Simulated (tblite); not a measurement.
Compound: C₆H₁₀OP₂.
Geometry (GFN2-xTB, Å), atoms numbered from 1 in this order:
```xyz
19
C6H10OP2 angstrom
C     -2.012   -1.396    0.424
C     -1.706   -0.226   -0.499
P     -0.744    1.104    0.400
P     -0.338    2.342   -1.340
C      0.863    0.259    0.447
C      1.673   -0.196   -0.635
C      2.766   -0.766   -0.067
O      2.698   -0.700    1.275
C      1.550   -0.079    1.578
H     -2.547   -2.177   -0.113
H     -2.624   -1.070    1.263
H     -1.090   -1.819    0.820
H     -1.134   -0.562   -1.369
H     -2.634    0.230   -0.857
H     -1.521    3.062   -1.186
H      0.384    3.270   -0.591
H      1.459   -0.098   -1.680
H      3.630   -1.237   -0.492
H      1.319    0.067    2.615
```

All values are computed: GFN2-xTB (tblite) harmonic vibrations without scaling, gas phase. Against measured fundamentals such values can be off by several per cent, at times by over 20. Modes of hydrogen on phosphorus can be 10 to 20 % off. One conformer, not necessarily the lowest.

Harmonic wavenumbers (cm⁻¹): 33.8, 56.6, 96.8, 124.4, 135.1, 148.4, 211.3, 248.9, 283.3, 324.3, 454.1, 518.5, 598.7, 607.1, 661.7, 747.1, 752.1, 762.8, 778.4, 779.5, 828.4, 851.3, 926.5, 992.8, 1012.6, 1033.8, 1068.6, 1074.0, 1119.8, 1150.7, 1194.4, 1210.0, 1223.3, 1247.9, 1340.6, 1409.5, 1441.9, 1464.1, 1494.5, 1498.7, 1551.5, 2253.0, 2315.7, 2935.0, 2944.7, 3017.6, 3022.3, 3033.3, 3159.5, 3170.5, 3172.8.

A = 1577, B = 892.0, C = 685.2 MHz; mass 160.021 u (most abundant isotopes); point group C1, symmetry number 1.

Task: Zero-point energy?

Result: ½Σν̃ = 31241 cm⁻¹ = 373.73 kJ/mol.

Task: Entropy at 298.15 K, 1 bar (ideal gas, RRHO, classical rotation)?

Result: Translation 172.15, rotation 126.32, vibration 142.00: S = 440.5 J/(mol K).

Task: And Cp and H(298.15 K) − H(0)?

Result: Cp = 170.94 J/(mol K), of which vibrations give 137.68 (their classical limit is 51 R = 424.0); H(298.15 K) − H(0) = 31.33 kJ/mol without the zero-point energy, 21.42 from vibrations.

Task: What must be added to the electronic energy to get the Gibbs energy at 298.15 K and 1 bar?

Result: ZPE + [H(298.15 K) − H(0)] − T·S = 373.73 + 31.33 − 131.33 = 273.73 kJ/mol.

Task: Blend soft modes into free rotors: weight 1/[1 + (100 cm⁻¹/ν̃)⁴] for the oscillator and the rest for a rotor with moment μB/(μ + B), μ = h/(8π²ν), B = 10⁻⁴⁴ kg m². What vibrational entropy results?

Result: 128.51 J/(mol K) in place of 142.00, which changes −T·S at 298.15 K by +4.02 kJ/mol.

Task: Which modes carry the vibrational entropy at 298.15 K?

Result: 33.8 cm⁻¹: 23.40; 56.6 cm⁻¹: 19.13; 96.8 cm⁻¹: 14.72; 124.4 cm⁻¹: 12.68; 135.1 cm⁻¹: 12.02; 148.4 cm⁻¹: 11.27 J/(mol K); the other 45 give 48.79 together.

Task: How do the functions run with temperature in this model?

Result: 
| T (K) | S (J/(mol K)) | Cp (J/(mol K)) | H − H(0) (kJ/mol) | G − H(0) (kJ/mol) | ln q(vib) |
| --- | --- | --- | --- | --- | --- |
| 150 | 348.1 | 106.9 | 10.88 | -41.34 | 4.00 |
| 250 | 412.3 | 149.2 | 23.63 | -79.46 | 7.03 |
| 400 | 496.9 | 214.3 | 51.00 | -147.76 | 11.36 |
| 600 | 597.0 | 279.2 | 100.80 | -257.38 | 16.90 |
| 900 | 722.6 | 339.0 | 194.34 | -455.98 | 24.62 |

q(vib) and H(0) count from the zero-point level.

Hindered rotation and anharmonicity are outside this model. Other conformers, if any are populated, would add a mixing term that is left out. The structure is chiral; the term R ln 2 for an equal mix with its mirror image is left out.
